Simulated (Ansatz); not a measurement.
CH₄FOSi (`C[Si](O)F`) radical at its PBE0-D4/def2-TZVP geometry, where that method's forces vanish. Total charge 0; spin multiplicity 2.

```xyz
8

C     0.5337   -0.7068    0.7352
Si    0.1452    0.7937   -0.2929
O    -1.4847    0.8141   -0.4953
F     0.8543    0.6284   -1.7279
H     0.1516   -1.5955    0.2237
H     0.0574   -0.6318    1.7140
H     1.6106   -0.8134    0.8731
H    -1.8680    1.5114   -1.0299
```

Problem. What forces (eV/Å) does PBE-D4/def2-TZVPP give on these atoms in the Gaussian-basis code of Ansatz? (Best estimate.)

Solution. Computed: 
```
C1  -0.014 -0.023  0.020
Si2  0.236  0.300  0.473
O3  -0.399 -0.337  0.208
F4   0.318 -0.073 -0.579
H5  -0.072 -0.183 -0.095
H6  -0.084  0.008  0.190
H7   0.198 -0.018  0.027
H8  -0.183  0.327 -0.243
```
